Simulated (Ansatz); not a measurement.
B₁₆P₁₆H₃₆, a nanocrystal cut from zinc blende BP (hydrogen-capped), 68 atoms. Hardware: 4 threads of AMD EPYC 7R13 on a shared host and a share (37 GiB) of an NVIDIA H100 80GB HBM3.

Single mean-field runs in def2-SVP are fitted with def2-universal-jkfit.

(1) How many basis functions does each of these Ansatz runs have, and roughly what does it cost? PBE0-D4/def2-SVP, charge -1 doublet at the geometry of the charge 0 singlet, energy; PBE-D4/def2-SVP, charge -1 doublet at the geometry of the charge 0 singlet, energy, from earlier orbitals; PBE0-D4/def2-SVP, charge 1 doublet at the geometry of the charge 0 singlet, energy; PBE-D4/def2-SVP, charge 1 doublet at the geometry of the charge 0 singlet, energy, from earlier orbitals; r2SCAN-D4/def2-SVP, charge 0 singlet, relaxation, 4 steps; PBE0-D4/def2-SVP, charge 0 singlet, energy and forces, from earlier orbitals; PBE0-D4/def2-SVP, charge 0 triplet at the geometry of the charge 0 singlet, energy; r2SCAN-D4/def2-SVP, charge 0 singlet, energy and forces, from earlier orbitals; PBE-D4/def2-SVP, charge 0 singlet, energy, from earlier orbitals; PBE-D4/def2-SVP, charge 0 triplet at the geometry of the charge 0 singlet, energy, from earlier orbitals.

Results:

(1) Other jobs shared the machine, so times can vary by a factor of up to 3.

```json
{"run": "PBE-D4/def2-SVP, charge 0 singlet, energy, from earlier orbitals", "functions": "692", "fitting or Cholesky vectors": "3896", "wall time": "3.8 s", "peak host memory (GiB)": "1.2"}
{"run": "PBE-D4/def2-SVP, charge -1 doublet at the geometry of the charge 0 singlet, energy, from earlier orbitals", "functions": "692", "fitting or Cholesky vectors": "3896", "wall time": "6.5 s", "peak host memory (GiB)": "1.4"}
{"run": "PBE0-D4/def2-SVP, charge 0 singlet, energy and forces, from earlier orbitals", "functions": "692", "fitting or Cholesky vectors": "3896", "wall time": "7.5 s", "peak host memory (GiB)": "2.5"}
{"run": "r2SCAN-D4/def2-SVP, charge 0 singlet, energy and forces, from earlier orbitals", "functions": "692", "fitting or Cholesky vectors": "3896", "wall time": "7.5 s", "peak host memory (GiB)": "1.4"}
{"run": "PBE0-D4/def2-SVP, charge -1 doublet at the geometry of the charge 0 singlet, energy", "functions": "692", "fitting or Cholesky vectors": "3896", "wall time": "9.6 s", "peak host memory (GiB)": "1.4"}
{"run": "PBE-D4/def2-SVP, charge 0 triplet at the geometry of the charge 0 singlet, energy, from earlier orbitals", "functions": "692", "fitting or Cholesky vectors": "3896", "wall time": "13 s", "peak host memory (GiB)": "1.5"}
{"run": "PBE-D4/def2-SVP, charge 1 doublet at the geometry of the charge 0 singlet, energy, from earlier orbitals", "functions": "692", "fitting or Cholesky vectors": "3896", "wall time": "17 s", "peak host memory (GiB)": "1.5"}
{"run": "r2SCAN-D4/def2-SVP, charge 0 singlet, relaxation, 4 steps", "functions": "692", "fitting or Cholesky vectors": "3896", "wall time": "24 s", "peak host memory (GiB)": "1.3"}
{"run": "PBE0-D4/def2-SVP, charge 1 doublet at the geometry of the charge 0 singlet, energy", "functions": "692", "fitting or Cholesky vectors": "3896", "wall time": "25 s", "peak host memory (GiB)": "1.5"}
{"run": "PBE0-D4/def2-SVP, charge 0 triplet at the geometry of the charge 0 singlet, energy", "functions": "692", "fitting or Cholesky vectors": "3896", "wall time": "28 s", "peak host memory (GiB)": "1.5"}
```
